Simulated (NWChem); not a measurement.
Species: RbI; SMILES [Rb][I]

Program: NWChem. Structure relaxed at the PBE0/def2-SVP level. def2 effective core potentials on Rb, I; no spin-orbit coupling. Level BLYP/def2-SVP: single points from the atomic guess with DIIS by default; each run changes one setting, and all converged runs end within 0.3 mHa of each other.

Problem. Which setting needs the most SCF iterations, or fails (occupation smearing of 0.005 Ha; no level shifting; no DIIS, 40 % damping; defaults; DIIS on 20 Fock matrices)?

Solution. no DIIS, 40 % damping, with 16 against 9 for the defaults.
| setting | SCF iterations |
|---|---|
| defaults | 9 |
| no level shifting | 9 |
| occupation smearing of 0.005 Ha | 9 |
| no DIIS, 40 % damping | 16 |
| DIIS on 20 Fock matrices | 8 |
